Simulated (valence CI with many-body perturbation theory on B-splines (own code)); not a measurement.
Missing levels of N

Computed by relativistic CI+MBPT: five valence electrons over a frozen Dirac-Fock core [He], radial functions for each j: 9 s, 9 p, 8 d, 6 f, 3 g, 1 h, with the one-electron correlation potential Σ1, the two-electron term Σ2, the three-electron term Σ3, Breit, model QED; selected CI, second order for the rest, scaled by the run's own slope (own B-spline code, finite nucleus).

Against 40 measured levels this calculation errs by 83 cm⁻¹ on average and by 191 at most. These come from a selection out of the NIST Handbook of Basic Atomic Spectroscopic Data. Levels without a partner in it may be off by more. Among the levels kept, up to 2300 cm⁻¹ of a level comes from second order outside the variational space, and about a tenth of that is noise between levels of different J, which matters for small intervals.

```tsv
Level	E (cm⁻¹)
2s2 2p3 4S°_3/2	0.0
2s2 2p3 2D°_5/2	?
2s2 2p3 2D°_3/2	19378
2s2 2p3 2P°_3/2	29028
2s2 2p3 2P°_1/2	29030
2s2 2p2 3s 4P_1/2	?
2s2 2p2 3s 4P_3/2	83231
2s2 2p2 3s 4P_5/2	83277
2s2 2p2 3s 2P_1/2	86051
2s2 2p2 3s 2P_3/2	?
2s 2p4 4P_1/2	88224
2s 2p4 4P_5/2	88229
2s 2p4 4P_3/2	88262
2s2 2p2 3p 2S°_1/2	93514
2s2 2p2 3p 4D°_1/2	?
2s2 2p2 3p 4D°_3/2	?
2s2 2p2 3p 4D°_5/2	94760
2s2 2p2 3p 4D°_7/2	?
2s2 2p2 3p 4P°_1/2	95382
2s2 2p2 3p 4P°_3/2	95411
```

The levels stand in rising order. What does the calculation give for the missing energies?

2s2 2p3 2D°_5/2 19366; 2s2 2p2 3s 4P_1/2 83186; 2s2 2p2 3s 2P_3/2 86140; 2s2 2p2 3p 4D°_1/2 94690; 2s2 2p2 3p 4D°_3/2 94724; 2s2 2p2 3p 4D°_7/2 94795.
